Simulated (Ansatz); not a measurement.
An input meant for NiHg5Te4Cl4⁺, a doped nanocrystal cut from zinc blende HgTe (Ni for one cation, 4 Cl caps) (charge 1, doublet; atoms displaced at random, 0.08 Å in each coordinate).

```yaml
crystal:
  periodic: [false, false, false]
  atoms:
    - {symbol: Te, position_ang: [-2.224874, 2.392244, -1.479801]}
    - {symbol: Te, position_ang: [1.850748, -1.356750, -2.000220]}
    - {symbol: Te, position_ang: [-1.789461, -1.192601, 1.631648]}
    - {symbol: Te, position_ang: [2.069625, 2.150839, 1.939935]}
    - {symbol: Ni, position_ang: [-2.550065, 0.275182, -0.360450]}
    - {symbol: Hg, position_ang: [-0.157975, -2.609855, -0.303652]}
    - {symbol: Hg, position_ang: [-0.047345, 0.626269, -2.460031]}
    - {symbol: Hg, position_ang: [0.110100, 2.751597, 0.155126]}
    - {symbol: Hg, position_ang: [2.525217, 0.270828, -0.143311]}
    - {symbol: Hg, position_ang: [0.110230, 0.219358, 2.959979]}
    - {symbol: Cl, position_ang: [-2.614694, -1.406468, -2.107824]}
    - {symbol: Cl, position_ang: [0.022702, -5.056246, -0.976817]}
    - {symbol: Cl, position_ang: [2.006120, 2.467938, -1.958851]}
    - {symbol: Cl, position_ang: [0.297830, 0.623246, 5.648991]}
basis:
  gaussian: {orbitals: def2-mTZVP, fitting: {mean_field: def2-universal-jkfit}, final_grid: {core_spheres: 5, valence_spheres: 4, degree: 11}}
total_charge: 1
magnetization: {spin_polarized: true, initial_magnetization: 1}
hamiltonian: {xc: {name: wB97}}
charge: 1
```

```sh
$ ansatz run in.yaml --threads 2 --pin off --events-out ev --progress --plain --max-ram 31744MiB --backend cuda --devices 0, --max-vram 18GiB
```

Output, abridged:

```
Error: YAML parse error: error: line 23 column 1: unknown field `charge`, expected one of crystal, accuracy, basis, kpoints, hamiltonian, magnetization, projection, total_charge, correlation, batch, efield, external_charges, scf, relax, neb, saddle, md, ramp, phonons, dielectric, real_time, elastic, magnetic_configurations, gw, evaluate, workflow, output, checkpoint, execution
21 | magnetization: {spin_polarized: true, initial_magnetization: 1}
22 | hamiltonian: {xc: {name: wB97}}
23 | charge: 1
```

What is wrong with this run?

The input holds a key that doesn't belong there (the charge goes under total_charge). The program refused the input.
